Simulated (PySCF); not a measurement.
# Potential energy of ZnO⁺ along the bond

Set-up: PySCF, spin-free X2C with a Gaussian nucleus, basis sets Zn jorge-DZP-DKH, O jorge-DZP-DKH. Energies in eV from Zn⁺ + O in their ground configurations at the same level. State: ²Π (doublet), unpaired electrons π ↑.

All columns are PBEsol. A positive dipole points towards O; it is taken about the centre of mass and depends on that origin.

```
R (Å)  E (eV)  μ (D)  Mulliken charge on Zn (basis-dependent)  HOMO (eV)  LUMO (eV)  Mayer bond order  ⟨S²⟩
1.545  -1.526  -3.76                                     1.09     -14.32     -13.86              1.51  0.76
1.617  -2.002  -3.83                                     1.09     -14.08     -13.58              1.43  0.76
1.689  -2.248  -3.89                                     1.10     -13.84     -13.32              1.37  0.77
1.743  -2.323  -3.92                                     1.10     -13.68     -13.14              1.33  0.77
1.797  -2.329  -3.94                                     1.10     -13.53     -12.97              1.29  0.77
1.851  -2.284  -3.95                                     1.10     -13.39     -12.81              1.25  0.78
1.923  -2.168  -3.95                                     1.10     -13.21     -12.62              1.21  0.79
2.013  -1.965  -3.92                                     1.10     -13.02     -12.57              1.15  0.81
2.120  -1.682  -3.84                                     1.09     -12.83     -12.65              1.08  0.86
2.264  -1.298  -3.64                                     1.07     -12.63     -12.74              0.95  0.96
```

A fit through these points gives, at Re = 1.775 Å, μ = -3.93 D and dμ/dR = -0.375 D/Å; the reduced mass is 12.79 u.

Problem. How strong is the fundamental in the double-harmonic approximation, I = 42.26·(dμ/dR)²/μred km/mol?

Solution. I = 42.26·(-0.375)²/12.79 = 0.465 km/mol at PBEsol.

⟨S²⟩ of the unrestricted solution departs from its pure value on part of the curve, where spin states mix. For an ion De counts to the pair picked by the measured ionisation energies or electron affinities, which need not be the lowest pair at this level. The state is the lowest determinant that a PBE0 search found; another state may lie lower at other levels.

At some distances an empty level lies below a filled one, because the occupation is held.
